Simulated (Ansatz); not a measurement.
CH₄ClFNV (`[CH3][V](=[NH])([F])[Cl]`). Total charge 0; spin multiplicity 1.

```xyz
9

C    -0.411   -0.784   -0.893
V     0.429    0.660    0.196
N    -0.232    0.410    1.628
F    -0.078    2.167   -0.487
Cl    2.547    0.265    0.257
H    -0.171   -1.758   -0.466
H     0.012   -0.679   -1.897
H    -1.492   -0.634   -0.907
H    -0.604    0.354    2.568
```

Question: List the harmonic frequencies (cm⁻¹, unscaled) at PBE0-D4/def2-TZVP in Ansatz. (Best estimate.)

Answer: Computed: 139, 151, 166, 193, 233, 253, 410, 459, 524, 568, 581, 714, 775, 1108, 1167, 1406, 1414, 3039, 3147, 3167, 3615.

Question: Is this a minimum?

Answer: Yes, all 21 modes are real.

Question: Give the ideal-gas thermochemistry at 298.15 K and 1 bar (rigid rotor, harmonic oscillator; point group C1, symmetry number 1).

Answer: Zero-point energy 139.0 kJ/mol; H(298) − E = 161.6 kJ/mol; entropy 358.9 J/(mol·K), of which translation 170.1, rotation 114.9, vibration 73.9; G(298) − E = 54.6 kJ/mol.

Question: Rotational constants (cm⁻¹)?

Answer: 0.1191, 0.07079, 0.0661.
